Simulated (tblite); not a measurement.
C₄H₈F₃N.
Atom-mapped SMILES: `[CH3:1][CH2:2][NH:3][CH2:4][C:5]([F:6])([F:7])[F:8]` (hydrogens: H9, H10, H11 on C1; H12, H13 on C2; H14 on N3; H15, H16 on C4)

Computed with GFN2-xTB (tblite), gas phase: nudged elastic band of 9 images (0 to 8), spring 0.2 eV/Å², climbing image at the end, force threshold 0.05 eV/Å. No saddle search or frequency run followed, so the top image need not be a first-order saddle, and its height can exceed the method's true barrier by a kcal/mol or more.

The band describes a rotation about C4–C5 (sp3 carbon bound to nitrogen, CF3 carbon), followed by the dihedral N3–C4–C5–F6, from the optimised start (63°) to a second optimised geometry at -178°.

**Question.** How does the energy change from image to image?

**Answer.** 
```csv
image,dihedral (°),E (eV),C4–C5 (Å),N3···F6 (Å),largest true force (eV/Å)
0,63,0.000,1.519,2.85,0.01
1,77,0.017,1.520,2.98,0.05
2,92,0.050,1.524,3.13,0.05
3,107,0.079,1.528,3.28,0.04
4,122,0.090,1.530,3.40,0.04
5,137,0.076,1.529,3.50,0.05
6,152,0.043,1.525,3.57,0.05
7,166,0.012,1.520,3.60,0.03
8,-178,0.000,1.519,3.61,0.01
```

Barriers of this band. The top is image 4 at 122°: 0.09 eV in either direction, as the ends lie within 0.002 eV of each other. The central bond is 0.011 Å longer at the top than at the start.

**Question.** What rate follows at 350 K for crossing this barrier forward?

**Answer.** Taking the electronic barrier for the free energy of activation (no zero-point or entropy terms, transmission 1), rate = (kT/h)·exp(−ΔE/kT) ≈ 4 × 10^11 s⁻¹, whose inverse is 3 × 10^-12 s. An error of 1 kcal/mol in the barrier changes this by a factor of 4, and the method and the loose band can each miss by that much or more. The barrier is only 3.0 kT, where transition-state theory is rough.

**Question.** How long is the path, and how are the images spaced?

**Answer.** Cartesian distances between aligned neighbours (all atoms, Å): 0.53, 0.51, 0.51, 0.51, 0.50, 0.50, 0.51, 0.52; the sum is 4.09 Å, and the top lies 50 % of the way along.

What follows is the cost of the whole band run. Hardware: an Intel Xeon at 2.60 GHz with one thread (shared host). Cost: 1.8 s, 0.18 GiB resident at most.
